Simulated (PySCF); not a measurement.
Computed Raman spectrum (relative Raman activity) of a molecule C2H5ClGe. Coordinates come from a r2SCAN-D4/def2-SVP optimisation. The values are those of a single conformer. Computed with r2SCAN-D4/def2-SVP (PySCF). Frequencies are harmonic and unscaled.

Lines under 2 % of the strongest are left out, and lines within 2 cm⁻¹ are merged.

ν (cm⁻¹): 98 (vw), 392 (vw), 416 (vw), 573 (vw), 588 (vw), 684 (vw), 770 (w), 881 (w), 1262 (vw), 1404 (w), 1663 (w), 2155 (vs), 2157 (m), 3119 (m), 3136 (s), 3223 (m) (against the strongest line: vs over 80 %, s over 45 %, m over 15 %, w over 4 %, vw less)

Problem. Pick the molecule that these values belong to.
A. Cl/C=[CH]/[GeH3]
B. C=[C](Cl)[GeH3]
C. C=[CH][GeH2][Cl]

Solution. C, C=[CH][GeH2][Cl]
